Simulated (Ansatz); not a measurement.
Calculated with Ansatz (gas phase, PBE0-D4/def2-TZVP geometries, no zero-point term in ΔE). CBS: MP2 limit from def2 TZ/QZ plus the TZ coupled-cluster correction, frozen cores. This one scheme is used for every species. DFT in def2-TZVPP. B3LYP here is the variant with VWN-RPA as its local correlation; programs differ in this. For Ga outer-core shells are correlated without core-valence functions, which leaves a few kJ/mol of doubt a bond. Scalar relativity is left out up to krypton.

Reaction (substitution at a C–B bond): `N#CB(F)F` + `[OH][GaH2]` → `N#C[O][GaH2]` + `FBF`

| level | ΔE (kJ/mol) |
| --- | --- |
| PBE0-D4 | 63.6 |
| B3LYP | 66.8 |

(1) What does CCSD(T)/CBS give? (An estimate is asked.)

Largest T1 diagnostic among the species: 0.015.

Answers

(1) Computed: +82.3 kJ/mol. The listed levels differ from it by -18.7, -15.5 kJ/mol.

Leaving LDA and LC-ωPBE aside and taking each functional with its dispersion term where it has one, the values, not all of them listed here, spread over 10.9 kJ/mol, from HSE06-D4 to ωB97M-V. LDA lies −4.4 kJ/mol from PBE without D4. In def2-TZVPP, CCSD(T) changes the Hartree–Fock value by +18.5 kJ/mol (the triples alone add +0.7 kJ/mol) and MP2 by +20.6 kJ/mol. At CCSD(T), def2-SVP lies −9.9 kJ/mol from the extrapolated value and def2-TZVPP −3.5 kJ/mol.
